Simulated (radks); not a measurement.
Results of a calculation; reference values are marked as such.
All-electron atom: O4+ in 1s1 2s2 3d1 (not the ground configuration). Level of theory: non-relativistic Kohn-Sham, MS2 meta-GGA, spin-polarised, spherical densities, point nucleus; open shells are filled with parallel spins first; meta-GGA in the generalised Kohn-Sham scheme (a radial shooting solver on a logarithmic mesh with Libxc functionals).

Radial electron density D(r) = 4 pi r^2 rho(r):

| r (bohr) | D(r) (e/bohr) | spin D(r) |
|---|---|---|
| 0.007019 | 0.1064 | 0.0896 |
| 0.007851 | 0.1313 | 0.111 |
| 0.008711 | 0.1595 | 0.134 |
| 0.009744 | 0.1962 | 0.165 |
| 0.0109 | 0.2410 | 0.203 |
| 0.01219 | 0.2953 | 0.249 |
| 0.01353 | 0.3558 | 0.300 |
| 0.01513 | 0.4338 | 0.365 |
| 0.01692 | 0.5272 | 0.444 |
| 0.01893 | 0.6386 | 0.538 |
| 0.02117 | 0.7706 | 0.649 |
| 0.02349 | 0.9139 | 0.770 |
| 0.02628 | 1.093 | 0.922 |
| 0.02939 | 1.300 | 1.10 |
| 0.03287 | 1.538 | 1.30 |
| 0.03648 | 1.786 | 1.51 |
| 0.0408 | 2.083 | 1.76 |
| 0.04563 | 2.409 | 2.04 |
| 0.05104 | 2.760 | 2.34 |
| 0.05709 | 3.128 | 2.65 |
| 0.06335 | 3.477 | 2.95 |
| 0.07085 | 3.846 | 3.28 |
| 0.07925 | 4.191 | 3.58 |
| 0.08864 | 4.491 | 3.86 |
| 0.09836 | 4.707 | 4.06 |
| 0.11 | 4.851 | 4.22 |
| 0.1231 | 4.880 | 4.28 |
| 0.1376 | 4.778 | 4.24 |
| 0.154 | 4.536 | 4.09 |
| 0.1708 | 4.191 | 3.84 |
| 0.1911 | 3.711 | 3.48 |
| 0.2137 | 3.155 | 3.04 |
| 0.239 | 2.578 | 2.55 |
| 0.2652 | 2.078 | 2.08 |
| 0.2967 | 1.641 | 1.59 |
| 0.3318 | 1.364 | 1.16 |
| 0.3712 | 1.280 | 0.812 |
| 0.4151 | 1.394 | 0.544 |
| 0.4606 | 1.645 | 0.368 |
| 0.5152 | 2.008 | 0.247 |
| 0.5763 | 2.382 | 0.181 |
| 0.6446 | 2.674 | 0.158 |
| 0.7153 | 2.804 | 0.163 |
| 0.8 | 2.757 | 0.191 |
| 0.8948 | 2.526 | 0.237 |
| 1.001 | 2.169 | 0.302 |
| 1.119 | 1.763 | 0.378 |
| 1.242 | 1.408 | 0.448 |
| 1.389 | 1.093 | 0.511 |
| 1.554 | 0.8628 | 0.548 |
| 1.738 | 0.6993 | 0.549 |
| 1.929 | 0.5815 | 0.515 |
| 2.157 | 0.4672 | 0.443 |
| 2.413 | 0.3552 | 0.348 |
| 2.699 | 0.2486 | 0.247 |
| 3.019 | 0.1570 | 0.157 |
| 3.35 | 0.09211 | 0.0920 |
| 3.747 | 0.04546 | 0.0455 |
| 4.191 | 0.01921 | 0.0192 |
| 4.687 | 0.006808 | 0.00681 |
| 5.201 | 0.002182 | 0.00218 |
| 5.818 | 0.0005202 | 0.000520 |

D(r) has 2 maxima, at r = 0.119, 0.739 bohr, and minima at 0.368 bohr, inside which lie 1.03 electrons.
